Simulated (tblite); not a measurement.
C2H13Ge2NSi.
Structure used (GFN2-xTB), in Å, numbered top down from 1:
```
atom  x, y, z in Å
C1    -2.349    1.212    0.498
N2    -1.877    0.068   -0.250
C3    -2.266   -1.174    0.378
Ge4   -0.170    0.158   -0.936
Ge5    1.693    0.174    0.620
Si6    3.904   -0.336    0.007
H7    -3.442    1.203    0.529
H8    -1.978    1.227    1.532
H9    -2.024    2.124   -0.004
H10   -3.356   -1.235    0.429
H11   -1.899   -2.006   -0.222
H12   -1.872   -1.276    1.399
H13   -0.147   -1.020   -1.891
H14   -0.232    1.399   -1.805
H15    1.254   -0.701    1.788
H16    1.625    1.523    1.321
H17    4.177    0.169   -1.339
H18    4.839    0.284    0.944
H19    4.109   -1.784    0.023
```

Computed values, GFN2-xTB/tblite, gas phase, harmonic and unscaled. Against measured fundamentals such values can be off by several per cent, at times by over 20. Modes of hydrogen on germanium and silicon can be 10 to 20 % off. One conformer, not necessarily the lowest. The optimisation stopped once no atom felt more than 0.01 eV/Å.

Lowest wavenumbers of the output (negative numbers stand for imaginary wavenumbers):
```
mode    cm-1
  1     -21.7
  2       5.6
  3      42.4
  4      53.6
  5      72.6
  6     202.6
  7     222.2
  8     229.7
  9     236.0
 10     252.2
 11     295.8
 12     336.5
 13     357.4
 14     362.1
 15     454.2
```

Problem. Is this structure a minimum?

Solution. Not by this Hessian. 1 mode is imaginary beyond 20i (22i cm⁻¹), so at this level the point lies at or near a first-order saddle. The curvature is small, so loose convergence or finite differences may be the whole cause.

Problem. Which atoms move in the imaginary mode?

Solution. 22i: H17 (Si–H hydrogen) 34 %, H19 (Si–H hydrogen) 30 %, H18 (Si–H hydrogen) 29 %. These are shares of the mass-weighted motion.

Problem. What is the remedy?

Solution. Step along that mode in both directions, optimise again with tighter thresholds and repeat the frequencies. The zero-point energy of this point (82.9 kcal/mol) counts the 50 real modes alone, and thermal corrections from it aren't those of a minimum.

On Arm Neoverse V2, one thread (shared host), this took 0.75 s of wall time. This covers the Hessian and the dipole derivatives.
